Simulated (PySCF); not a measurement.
From a computed spectrum to the compound

A species of 5 atoms with charge 0 has these harmonic modes (PBE0, small Gaussian bases with core potentials, PySCF 2.14.0):

| cm⁻¹ | km/mol | symmetry |
| --- | --- | --- |
| 74 | 10.6 | a1 |
| 401 | 129.2 | b2 |
| 434 | 206.3 | a1 |
| 437 | 324.4 | b1 |
| 441 | 0.0 | a2 |
| 512 | 158.6 | b2 |
| 531 | 47.1 | a1 |
| 3976 | 52.7 | b2 |
| 3976 | 24.1 | a1 |

Q: Which species is it, and in which structure?

A: Eu(OH)2 (singlet in the valence; each metal's 4f electrons, 7 of them, lie in its core potential, out of spins and levels):
```xyz
5

Eu    0.0000    0.0000   -0.1645
O     1.9842   -0.0384    0.7067
H     2.7610   -0.0534    1.2676
O    -1.9842    0.0384    0.7067
H    -2.7610    0.0534    1.2676
```
Ideal gas at 298.15 K and 1 bar: S = 325.5 J/(mol K), Cp = 75.1 J/(mol K), H − H(0 K) = 16.0 kJ/mol (rigid rotor, harmonic modes, spin degeneracy alone, that of the 4f electrons in the core included). An lcecp potential fixes the number of 4f electrons, so in runs with it no electron can move into or out of that shell.
 Other answers can fit too; this one was computed.
